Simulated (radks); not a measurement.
Q: Radial electron density D(r) = 4 pi r^2 rho(r) of an atom or ion with 22.7 electrons. Calculated with a radial shooting solver on a logarithmic mesh with Libxc functionals: Dirac Kohn-Sham, PBE, spin-unpolarised, spherical densities, point nucleus.

```
   r/bohr * D(r) (the largest magnitude, 31.4, reaches the edge; | marks zero)
 0.005016 |   *
 0.005656 |    *
 0.006428 |      *
 0.007247 |       *
 0.008237 |         *
 0.009287 |           *
  0.01056 |              *
    0.012 |                *
  0.01353 |                    *
  0.01537 |                       *
  0.01733 |                           *
   0.0197 |                               *
  0.02221 |                                   *
  0.02525 |                                       *
  0.02846 |                                           *
  0.03235 |                                              *
  0.03648 |                                                *
  0.04146 |                                                 *
  0.04674 |                                                 *
  0.05312 |                                                *
  0.06038 |                                              *
  0.06808 |                                           *
  0.07737 |                                        *
  0.08724 |                                      *
  0.09915 |                                     *
   0.1118 |                                      *
   0.1271 |                                         *
   0.1433 |                                             *
   0.1628 |                                                  *
   0.1836 |                                                     *
   0.2086 |                                                      *
   0.2371 |                                                    *
   0.2674 |                                               *
   0.3039 |                                       *
   0.3426 |                               *
   0.3894 |                       *
   0.4391 |                   *
    0.499 |                 *
   0.5626 |                  *
   0.6395 |                    *
    0.721 |                      *
   0.8195 |                      *
   0.9239 |                     *
     1.05 |                 *
    1.193 |             *
    1.346 |         *
    1.529 |      *
    1.724 |    *
     1.96 |  *
     2.21 | *
    2.511 |*
    2.832 |*
    3.218 *
    3.629 *
    4.124 *
     4.65 *
    5.285 *
```

What is the nuclear charge?

A: Z = 24. The innermost maximum, from 1s, lies near gamma/Z bohr with gamma = sqrt(1 - (Z/c)^2) = 0.985, here 0.041 bohr (found: 0.0442), and its height grows with Z. The density is that of the chromium ion Cr1.3+ in [Ar] 3d(3/2: 4, 5/2: 0.7); the configuration itself is not fixed sharply by these data, and Z only to about a unit. D(r) has 3 maxima, at r = 0.0442, 0.204, 0.781 bohr, and minima at 0.0984, 0.499 bohr, inside which lie 2.13, 10.57 electrons.
